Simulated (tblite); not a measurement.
Species: C7H10F2OSi.
Structure used (GFN2-xTB), in Å, numbered top down from 1:
```
atom  x, y, z in Å
C1     2.7264   -0.8190   -0.0859
C2     1.4917   -0.5550   -0.4735
C3     0.5016    0.1642    0.3693
C4    -0.8235   -0.5504    0.7386
Si5   -1.2734   -2.0869   -0.2975
C6    -1.5993    0.7184    0.3432
C7    -0.3367    1.2706   -0.3394
F8    -0.3850    1.1033   -1.7043
C9     0.0599    2.6844   -0.0651
O10    0.3645    3.5539   -0.7966
F11    0.0545    2.9098    1.2882
H12    3.4143   -1.3569   -0.7145
H13    3.1002   -0.5132    0.8780
H14    1.1403   -0.8629   -1.4482
H15    0.9923    0.5805    1.2529
H16   -0.8847   -0.7826    1.8024
H17   -0.2492   -3.1051   -0.0704
H18   -1.3726   -1.7252   -1.7091
H19   -2.5815   -2.5309    0.1886
H20   -1.9154    1.3302    1.1863
H21   -2.4332    0.5897   -0.3435
```

Level: GFN2-xTB in tblite, geometry and Hessian alike; calculated harmonic values, unscaled, isolated species. This tight-binding method is rough: wavenumbers can miss measured ones by several per cent, in bad cases by 10 to 20. Modes of hydrogen on silicon can be 10 to 20 % off. One conformer, not necessarily the lowest.

Harmonic wavenumbers (cm⁻¹): 37.4, 43.9, 55.7, 113.2, 149.5, 161.4, 180.1, 227.4, 267.9, 324.7, 354.2, 375.7, 438.6, 464.8, 508.9, 539.5, 564.9, 646.6, 673.3, 681.5, 713.3, 763.8, 779.7, 798.0, 825.9, 881.2, 901.6, 927.8, 967.3, 1012.5, 1018.6, 1031.4, 1045.5, 1070.5, 1140.2, 1155.2, 1178.8, 1213.9, 1217.2, 1246.9, 1252.7, 1268.7, 1310.3, 1415.0, 1456.8, 1704.9, 1874.2, 2265.4, 2284.3, 2298.4, 2954.6, 2972.5, 3011.4, 3017.6, 3077.0, 3099.3, 3134.2.

A = 1377, B = 690.3, C = 590.9 MHz; mass 176.047 u (most abundant isotopes); point group C1, symmetry number 1.

**Question.** What is the zero-point energy?

**Answer.** Half the sum of the wavenumbers: 32548 cm⁻¹ = 93.06 kcal/mol.

**Question.** Entropy at 350 K, 1 bar (ideal gas, RRHO, classical rotation)?

**Answer.** Translation 42.23, rotation 31.20, vibration 46.51: S = 119.9 cal/(mol K).

**Question.** And Cp and H(350 K) − H(0)?

**Answer.** Cp = 54.08 cal/(mol K), of which vibrations give 46.13 (their classical limit is 57 R = 113.3); H(350 K) − H(0) = 11.05 kcal/mol without the zero-point energy, 8.26 from vibrations.

**Question.** How do the functions run with temperature in this model?

**Answer.** 
```
 T (K)  S (cal/(mol K))  Cp (cal/(mol K))  H − H(0) (kcal/mol)  G − H(0) (kcal/mol)  ln q(vib)
   150             86.4              28.4                 2.78               -10.19       4.63
   250            104.0              41.4                 6.26               -19.73       8.11
298.15            111.8              47.7                 8.40               -24.93       9.76
   400            127.5              59.7                13.89               -37.12      13.22
   600            155.3              76.9                27.69               -65.47      19.81
   900            189.7              92.4                53.30              -117.41      28.92
```

q(vib) and H(0) count from the zero-point level.

**Question.** Blend soft modes into free rotors: weight 1/[1 + (100 cm⁻¹/ν̃)⁴] for the oscillator and the rest for a rotor with moment μB/(μ + B), μ = h/(8π²ν), B = 10⁻⁴⁴ kg m². What vibrational entropy results?

**Answer.** 41.77 cal/(mol K) in place of 46.51, which changes −T·S at 350 K by +1.66 kcal/mol.

**Question.** Which modes carry the vibrational entropy at 350 K?

**Answer.** 37.4 cm⁻¹: 5.71; 43.9 cm⁻¹: 5.39; 55.7 cm⁻¹: 4.92; 113.2 cm⁻¹: 3.53; 149.5 cm⁻¹: 2.99; 161.4 cm⁻¹: 2.84 cal/(mol K); the other 51 give 21.14 together.

**Question.** What must be added to the electronic energy to get the Gibbs energy at 350 K and 1 bar?

**Answer.** ZPE + [H(350 K) − H(0)] − T·S = 93.06 + 11.05 − 41.98 = 62.13 kcal/mol.

Hindered rotation and anharmonicity are outside this model. Other conformers, if any are populated, would add a mixing term that is left out. The structure is chiral; the term R ln 2 for an equal mix with its mirror image is left out.
